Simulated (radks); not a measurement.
Problem. Excited configurations of Ta70+: one electron is placed in a higher orbital outside [He]. The ground configuration is [He] 2s1. All-electron calculation, scalar-relativistic Kohn-Sham, PBE, spin-polarised, spherical densities, point nucleus; open shells are filled with parallel spins first (spin-orbit coupling, left out, can overturn this in heavy ions). Program: a radial shooting solver on a logarithmic mesh with Libxc functionals. Excitation = E - E(ground); binding = E(ion) - E, where the ion is the core of charge +71; n* = 71/sqrt(2 binding) in atomic units. These energies are relativistic, and a one-electron ion of charge +71 with no core already has n* below n in this formula (scalar-relativistic equation, point nucleus: 3d 2.980, 4s 3.881, 4p 3.935, 4d 3.971, 4f 3.987, 5s 4.876, 6s 5.872, 6f 5.978, 7p 6.924, 7d 6.960). The quantum defect is therefore taken as that value minus n*, so that it holds no relativistic shift of the bare ion.

| outer orbital | excitation (eV) | binding (eV) | n* | quantum defect | eigenvalue (eV) | <r> (bohr) |
|---|---|---|---|---|---|---|
| 3d | 11409.2 | 7726.8 | 2.979 | 0.000 | -7664.3 | 0.1448 |
| 4s | 14536.3 | 4599.7 | 3.861 | 0.020 | -4572.6 | 0.3148 |
| 4p | 14686.1 | 4449.9 | 3.926 | 0.009 | -4422.3 | 0.3113 |
| 4d | 14779.2 | 4356.8 | 3.968 | 0.004 | -4326.7 | 0.2900 |
| 4f | 14820.0 | 4316.0 | 3.986 | 0.000 | -4281.1 | 0.2507 |
| 6s | 17130.6 | 2005.4 | 5.848 | 0.024 | -1994.3 | 0.7227 |
| 6f | 17212.8 | 1923.2 | 5.972 | 0.007 | -1911.1 | 0.6691 |
| 7p | 17698.6 | 1437.4 | 6.908 | 0.017 | -1429.5 | 0.9946 |
| 7d | 17715.4 | 1420.6 | 6.948 | 0.012 | -1412.5 | 0.9783 |

Estimate the row for 5s.

Solution. excitation (eV) 16225.0; binding (eV) 2911.0; n* 4.854; quantum defect 0.022; eigenvalue (eV) -2894.5; <r> (bohr) 0.4977. The Delta-SCF ionisation energy is 19136.0 eV (NIST Atomic Spectra Database: 19088.5 eV, theoretical). Self-interaction in the functional shifts the binding energies and quantum defects, so they are the method's values and not measured ones. Nuclear size, the Breit interaction and QED, all absent here, shift the 1s and 2s values of heavy ions.
